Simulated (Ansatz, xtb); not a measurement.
# Isomers of C5H11Na in order of energy

8 gas-phase structures of C5H11Na, found in a search over its isomers (lower ones may exist). Each was relaxed with GFN2-xTB; where two conformers were screened, the lower at r2SCAN-D4/def2-SVP is listed:

A. `CC(C)C[CH2][Na]`, a singlet
B. `CC(C)(C)[CH2][Na]`, a singlet
C. `CCCC[CH2][Na]`, a singlet
D. `CC(C)[C@H](C)[Na]`, a singlet
E. `CC[CH]([Na])CC`, a singlet
F. `CC[C](C)(C)[Na]`, a singlet
G. `CCC[C@H](C)[Na]`, a singlet
H. `CC[C@H](C)[CH2][Na]`, a singlet

**Question.** Estimate their order in r2SCAN-D4/def2-SVP energy at these geometries, lowest first.

**Answer.** Calculated order at r2SCAN-D4/def2-SVP: B (0.0), H (1.7), A (2.4), D (3.6), C (3.7), E (4.8), F (5.8), G (6.1) kcal/mol. Less than 1 kcal/mol parts H and A; D and C; E and F; F and G, so the order within those pairs means little.

Energies above the lowest of each column, in kcal/mol; the last columns are at PBE0-D3(BJ)/def2-SVP geometries and were run for some of them only (a dash: not run or not comparable):

```
structure  GFN2-xTB  HF/STO-3G  r2SCAN-D4/def2-SVP  PBE0-D3(BJ)/def2-SVP  CCSD(T)/def2-SVP + ΔMP2/def2-TZVPP
        B       0.0        1.8                 0.0                   0.0                                 0.0
        H       2.6        3.6                 1.7                   0.9                                 2.7
        A       4.2        4.3                 2.4                   1.6                                 3.5
        D       2.7        2.0                 3.6                   2.6                                   –
        C       5.0        4.2                 3.7                     –                                   –
        E       3.7        1.8                 4.8                     –                                   –
        F       2.6        0.0                 5.8                     –                                   –
        G       4.9        2.5                 6.1                     –                                   –
```

CCSD(T)/def2-SVP + ΔMP2/def2-TZVPP puts B lowest of those it was run on; HF/STO-3G picks F. Flexible structures stand in one conformer each, not always the lowest. Frequencies (PBE0-D3(BJ)/def2-SVP) were run for A, B, H alone. ΔMP2 is the change of the MP2 energy from the smaller to the larger basis.

Over these structures GFN2-xTB departs from r2SCAN-D4/def2-SVP by 1.3 kcal/mol on average once a common shift is removed. A GFN2-xTB relaxation took about 0.062 s and the r2SCAN-D4/def2-SVP energy about 3.3 s on a shared host (Ansatz 0.2.0, xtb 6.7.1).
